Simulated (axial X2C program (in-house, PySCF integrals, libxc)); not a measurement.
**Potential curves of RbI, two-component**

Computed with an in-house relativistic program for diatomic molecules. Two-component (2c) means X2C with spin–orbit coupling and atomic mean-field two-electron Coulomb and Gaunt terms. Basis: I dyall-v2z [9s9p7d], Rb dyall-v2z [10s11p6d] (cores contracted in-house); Gaussian nuclei, density fitting, unrestricted open shells. Masses: I 126.904 u, Rb 84.912 u.

State: Ω = 0 (closed shell). Energies in cm⁻¹ from the fragments at the same level (I + Rb). Fits are polynomials in 1 − R0/R over 0.85 to 1.23 times the lowest point R0.

```json
{"R (Å)": "2.7753", "PBE0": "-21276", "LDA": "-23906", "BLYP": "-18361", "HF": "-12779"}
{"R (Å)": "2.9029", "PBE0": "-23475", "LDA": "-25664", "BLYP": "-20739", "HF": "-15735"}
{"R (Å)": "2.9986", "PBE0": "-24388", "LDA": "-26299", "BLYP": "-21780", "HF": "-17105"}
{"R (Å)": "3.0943", "PBE0": "-24838", "LDA": "-26509", "BLYP": "-22349", "HF": "-17937"}
{"R (Å)": "3.1900", "PBE0": "-24945", "LDA": "-26412", "BLYP": "-22572", "HF": "-18360"}
{"R (Å)": "3.3016", "PBE0": "-24749", "LDA": "-26014", "BLYP": "-22503", "HF": "-18468"}
{"R (Å)": "3.4133", "PBE0": "-24314", "LDA": "-25412", "BLYP": "-22190", "HF": "-18272"}
{"R (Å)": "3.5568", "PBE0": "-23516", "LDA": "-24442", "BLYP": "-21541", "HF": "-17717"}
{"R (Å)": "3.7323", "PBE0": "-22336", "LDA": "-23107", "BLYP": "-20537", "HF": "-16748"}
{"R (Å)": "3.9875", "PBE0": "-20456", "LDA": "-21089", "BLYP": "-18906", "HF": "-15060"}
```

Occupations by symmetry block were frozen at the best pattern of an incomplete PBE0 search. The closed shell is kept restricted, so the energy runs too high when the bond is stretched far. De is counted from the lowest determinant-based energies of the atoms at the same level, without counterpoise correction. Without a current term, density functionals place determinants with orbital angular momentum somewhat too high.

(1) Fit the PBE0 curve near its minimum: give the equilibrium distance, the harmonic wavenumber and the well depth.

(2) What are Re, ωe and De at the LDA level?

(3) What are Re, ωe and De at the BLYP level?

(4) What are Re, ωe and De at the HF level?

## Answers

(1) At PBE0, 2c: Re = 3.177 Å, ωe ≈ 138 cm⁻¹, De = 3.09 eV to I + Rb; Be follows as 0.0328 cm⁻¹.

(2) At LDA, 2c: Re = 3.107 Å, ωe ≈ 146 cm⁻¹, De = 3.29 eV to I + Rb; Be follows as 0.0343 cm⁻¹.

(3) At BLYP, 2c: Re = 3.220 Å, ωe ≈ 130 cm⁻¹, De = 2.80 eV to I + Rb; Be follows as 0.032 cm⁻¹.

(4) At HF, 2c: Re = 3.280 Å, ωe ≈ 131 cm⁻¹, De = 2.29 eV to I + Rb; Be follows as 0.0308 cm⁻¹.
